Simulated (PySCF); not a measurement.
C₃H₇O₂, SMILES CC(O)C[O], multiplicity 2.

Geometry optimised at ωB97X-D3(BJ)/def2-SVP. The isomer is the one that the SMILES or the coordinates give; other isomers of the formula were not compared. One conformer was computed; it need not be the lowest.

These are PBE/def2-TZVP (PySCF) values and carry that method's errors.

Gas-phase values at a fixed geometry.

```yaml
total_energy: -268.68712 hartree
"α spin, highest occupied and lowest empty level": -6.36 and 0.02 eV
"β spin, highest occupied and lowest empty level": -5.95 and -5.23 eV
dipole_moment: 0.438 e·Å
quadrupole, principal values (traceless, Buckingham form, about the centre of nuclear charge): -6.45, 1.58, 4.87 D·Å
mean_static_polarisability: 48.6 bohr³ (7.20 Å³)
polarisability_principal_values: 43.1, 49.7, 52.9 bohr³
"⟨S²⟩": 0.753 (pure state 0.75)
```
